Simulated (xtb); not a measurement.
Input for xtb: GFN2-xTB on GeH4O2 (SMILES [OH][GeH2][OH]), a point of a torsion scan.

```
$ xtb mol.xyz --gfn 2 --opt vtight --chrg 0 --uhf 0 --input xcontrol
7

O      1.38081202     0.61286885     0.32933325
Ge     0.08874563    -0.55520307     0.00875546
O      0.69976094    -2.20102591    -0.20424920
H      1.08662177     1.49449724    -0.03886826
H     -0.85578433    -0.54599530     1.25264756
H     -0.65784385    -0.12830803    -1.28076377
H      1.56821731    -2.17393740    -0.66750598
$constrain
  force constant=1.0
  dihedral: 4,1,2,3,150.0
$end
```

Output:

```
[...]
           -------------------------------------------------
          |                Calculation Setup                |
           -------------------------------------------------



           -------------------------------------------------
          |                 G F N 2 - x T B                 |
           -------------------------------------------------

        Reference                      10.1021/acs.jctc.8b01176
      * Hamiltonian:
        H0-scaling (s, p, d)           1.850000    2.230000    2.230000
        zeta-weighting                 0.500000
      * Dispersion:
        s8                             2.700000
        a1                             0.520000
        a2                             5.000000
        s9                             5.000000
      * Repulsion:
        kExp                           1.500000    1.000000
        rExp                           1.000000
      * Coulomb:
        alpha                          2.000000
        third order                    shell-resolved
        anisotropic                    true
        a3                             3.000000
        a5                             4.000000
        cn-shift                       1.200000
        cn-exp                         4.000000
        max-rad                        5.000000


          ...................................................
          :                      SETUP                      :
          :.................................................:
          :  # basis functions                  22          :
          :  # atomic orbitals                  21          :
          :  # shells                           11          :
          :  # electrons                        20          :
          :  max. iterations                   250          :
          :  Hamiltonian                  GFN2-xTB          :
          :  restarted?                      false          :
          :  GBSA solvation                  false          :
          :  PC potential                    false          :
          :  electronic temp.          300.0000000     K    :
          :  accuracy                    1.0000000          :
          :  -> integral cutoff          0.2500000E+02      :
          :  -> integral neglect         0.1000000E-07      :
          :  -> SCF convergence          0.1000000E-05 Eh   :
          :  -> wf. convergence          0.1000000E-03 e    :
          :  Broyden damping             0.4000000          :
          :  net charge                          0          :
          :  unpaired electrons                  0          :
          ...................................................

 iter      E             dE          RMSdq      gap      omega  full diag
   1    -11.8802678 -0.118803E+02  0.565E+00    6.91       0.0  T
   2    -11.8872215 -0.695378E-02  0.102E+01    9.06       1.0  T
   3    -12.1101569 -0.222935E+00  0.672E+00    8.70       1.0  T
   4    -12.1541169 -0.439600E-01  0.204E+00    8.56       1.0  T
   5    -12.1745442 -0.204273E-01  0.687E-01    8.41       1.0  T
   6    -12.1750954 -0.551234E-03  0.944E-02    8.38       1.0  T
   7    -12.1751062 -0.107539E-04  0.503E-02    8.39       1.0  T
   8    -12.1751070 -0.757002E-06  0.225E-02    8.40       1.7  T
   9    -12.1751074 -0.444780E-06  0.391E-03    8.39       9.7  T
  10    -12.1751074  0.295254E-09  0.291E-03    8.39      13.0  T
  11    -12.1751074 -0.691818E-08  0.264E-04    8.39     143.1  T
  12    -12.1751074 -0.713101E-10  0.685E-05    8.39     551.7  T

   *** convergence criteria satisfied after 12 iterations ***

         #    Occupation            Energy/Eh            Energy/eV
      -------------------------------------------------------------
         1        2.0000           -0.6970608             -18.9680
       ...           ...                  ...                  ...
         4        2.0000           -0.5647255             -15.3670
         5        2.0000           -0.5467563             -14.8780
         6        2.0000           -0.4937702             -13.4362
         7        2.0000           -0.4782763             -13.0146
         8        2.0000           -0.4762671             -12.9599
         9        2.0000           -0.4570216             -12.4362
        10        2.0000           -0.4284916             -11.6598 (HOMO)
        11                         -0.1199835              -3.2649 (LUMO)
        12                         -0.1098607              -2.9895
        13                         -0.0803666              -2.1869
        14                         -0.0612549              -1.6668
        15                          0.0555055               1.5104
       ...                                ...                  ...
        21                          0.9441526              25.6917
      -------------------------------------------------------------
                  HL-Gap            0.3085081 Eh            8.3949 eV
             Fermi-
[...]
            -0.0266269              -0.7246
        15                          0.0743123               2.0221
       ...                                ...                  ...
        21                          0.9800458              26.6684
      -------------------------------------------------------------
                  HL-Gap            0.3201216 Eh            8.7110 eV
             Fermi-level           -0.2658607 Eh           -7.2344 eV

 SCC (total)                   0 d,  0 h,  0 min,  0.002 sec
 SCC setup                      ...        0 min,  0.000 sec (  2.097%)
 Dispersion                     ...        0 min,  0.000 sec (  0.612%)
 classical contributions        ...        0 min,  0.000 sec (  0.260%)
 integral evaluation            ...        0 min,  0.000 sec ( 25.883%)
 iterations                     ...        0 min,  0.000 sec ( 27.666%)
 molecular gradient             ...        0 min,  0.001 sec ( 38.732%)
 printout                       ...        0 min,  0.000 sec (  4.399%)

         :::::::::::::::::::::::::::::::::::::::::::::::::::::
         ::                     SUMMARY                     ::
         :::::::::::::::::::::::::::::::::::::::::::::::::::::
         :: total energy             -12.143302181958 Eh    ::
         :: gradient norm              0.000144124973 Eh/a0 ::
         :: HOMO-LUMO gap              8.710952901549 eV    ::
         ::.................................................::
         :: SCC energy               -12.200662391017 Eh    ::
         :: -> isotropic ES            0.041777332792 Eh    ::
         :: -> anisotropic ES         -0.001706936113 Eh    ::
         :: -> anisotropic XC         -0.000127694502 Eh    ::
         :: -> dispersion             -0.002513062176 Eh    ::
         :: repulsion energy           0.057356709094 Eh    ::
         :: add. restraining           0.000003499966 Eh    ::
         :: total charge              -0.000000000000 e     ::
         :::::::::::::::::::::::::::::::::::::::::::::::::::::

           -------------------------------------------------
          |                Property Printout                |
           -------------------------------------------------

    * Orbital Energies and Occupations

         #    Occupation            Energy/Eh            Energy/eV
      -------------------------------------------------------------
         1        2.0000           -0.6970798             -18.9685
         2        2.0000           -0.6787124             -18.4687
         3        2.0000           -0.6352592             -17.2863
         4        2.0000           -0.5678996             -15.4533
         5        2.0000           -0.5353698             -14.5682
         6        2.0000           -0.4922118             -13.3938
         7        2.0000           -0.4820867             -13.1182
         8        2.0000           -0.4655411             -12.6680
         9        2.0000           -0.4589417             -12.4884
        10        2.0000           -0.4259215             -11.5899 (HOMO)
        11                         -0.1057999              -2.8790 (LUMO)
        12                         -0.0941396              -2.5617
        13                         -0.0653217              -1.7775
        14                         -0.0266269              -0.7246
        15                          0.0743123               2.0221
        16                          0.1266729               3.4469
        17                          0.1924472               5.2368
        18                          0.2412660               6.5652
        19                          0.7472739              20.3344
        20                          0.9498337              25.8463
        21                          0.9800458              26.6684
      -------------------------------------------------------------
                  HL-Gap            0.3201216 Eh            8.7110 eV
             Fermi-level           -0.2658607 Eh           -7.2344 eV

     #   Z          covCN         q      C6AA      α(0)
     1   8 O        1.587    -0.468    22.258     6.367
     2  32 Ge       3.451     0.299   169.684    23.596
     3   8 O        1.588    -0.453    21.952     6.323
     4   1 H        0.809     0.308     0.697     1.311
Note: The following floating-point exceptions are signalling: IEEE_DENORMAL
normal termination of xtb
     5   1 H        0.938    -0.003     3.110     2.757
     6   1 H        0.937    -0.009     3.225     2.808
     7   1 H        0.816     0.327     0.644     1.259

 Mol. C6AA /au·bohr⁶  :        748.989468
 Mol. C8AA /au·bohr⁸  :      33793.215117
 Mol. α(0) /au        :         44.419678


Wiberg/Mayer (AO) data.
largest (>0.10) Wiberg bond orders for each atom

 ---------------------------------------------------------------------------
     #   Z sym  total        # sym  WBO       # sym  WBO       # sym  WBO
 ---------------------------------------------------------------------------
     1   8 O    2.194 --     2 Ge   1.161     4 H    0.882
     2  32 Ge   3.994 --     3 O    1.194     1 O    1.161     6 H    0.802
                             5 H    0.798
     3   8 O    2.213 --     2 Ge   1.194     7 H    0.865
     4   1 H    0.905 --     1 O    0.882
     5   1 H    1.000 --     2 Ge   0.798
     6   1 H    1.000 --     2 Ge   0.802
     7   1 H    0.893 --     3 O    0.865
 ---------------------------------------------------------------------------

Topologies differ in total number of bonds
Writing topology from bond orders to xtbtopo.mol

molecular dipole:
                 x           y           z       tot (Debye)
 q only:       -0.040       0.558      -0.004
   full:        0.087       0.721      -0.007       1.846
molecular quadrupole (traceless):
                xx          xy          yy          xz          yz          zz
 q only:        0.998      -1.269       0.023      -0.820      -1.295      -1.020
  q+dip:        0.984      -1.729      -0.774      -1.024      -2.031      -0.210
   full:        1.084      -1.577       0.166      -0.860      -1.926      -1.250

           -------------------------------------------------
          |                Geometry Summary                 |
           -------------------------------------------------

      molecular mass/u    :      108.6581230
   center of mass at/Å    :        0.3027159      -0.6035132      -0.0728965
  moments of inertia/u·Å² :        0.3459705E+02   0.6898896E+02   0.9682696E+02
rotational constants/cm⁻¹ :        0.4872564E+00   0.2443526E+00   0.1741006E+00

 * 6 selected distances

     #   Z          #   Z                                           value/Å
     1   8 O        2  32 Ge                                      1.7474339 (max)
     2  32 Ge       3   8 O                                       1.7238680
     1   8 O        4   1 H                                       0.9529412 (min)
     2  32 Ge       5   1 H                                       1.5015765
     2  32 Ge       6   1 H                                       1.5023868
     3   8 O        7   1 H                                       0.9557944

 * 3 distinct bonds (by element types)

   Z      Z             #   av. dist./Å        max./Å        min./Å
   1 H    8 O           2     0.9543678     0.9557944     0.9529412
   1 H   32 Ge          2     1.5019817     1.5023868     1.5015765
   8 O   32 Ge          2     1.7356510     1.7474339     1.7238680


optimized geometry written to: xtbopt.xyz


           -------------------------------------------------
          | TOTAL ENERGY              -12.143302181958 Eh   |
          | GRADIENT NORM               0.000144124973 Eh/α |
          | HOMO-LUMO GAP               8.710952901549 eV   |
           -------------------------------------------------

------------------------------------------------------------------------
------------------------------------------------------------------------
 total:
 SCF:
 ANC optimizer:
```

The run finished.

Warnings raised: the energy holds the restraint's term.

Cost: very roughly 0.08 core-seconds.
